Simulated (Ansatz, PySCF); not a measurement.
CuCl, SMILES [Cl][Cu], multiplicity 1. Atoms are numbered in the order given.

```xyz
2

Cu     0.0000     0.0000    -0.7708
Cl     0.0000     0.0000     1.3059
```
Charge 0, spin multiplicity 1.

Geometry: PBE0-D3(BJ)/def2-TZVPD. The spin state was assumed, not searched.

Two levels are set side by side: PBE-D3(BJ)/def2-TZVPD (Ansatz, a first-principles code) and PBE0-D3(BJ)/def2-TZVPD (Ansatz). Each level has its own optimised geometry; the coordinates shown are those of the second. Frequencies come from the Hessian of PySCF at each geometry. Differences are taken from unrounded values.

```tsv
quantity	PBE0-D3(BJ)
bond Cu1–Cl2 (Å)	2.077
highest harmonic wavenumber (cm⁻¹)	397
mean harmonic wavenumber (cm⁻¹)	397
zero-point energy (kcal/mol)	0.57
```

Q: What does PBE-D3(BJ) give, and how far is it from PBE0-D3(BJ)? (The exact figures need the calculation; the answer reports its results.)

A: 
```csv
quantity,PBE-D3(BJ),PBE-D3(BJ) minus PBE0-D3(BJ)
bond Cu1–Cl2 (Å),2.067,-0.010
highest harmonic wavenumber (cm⁻¹),400,3
mean harmonic wavenumber (cm⁻¹),400,3
zero-point energy (kcal/mol),0.57,0.00
```

Here PBE gives about what the other level gives.
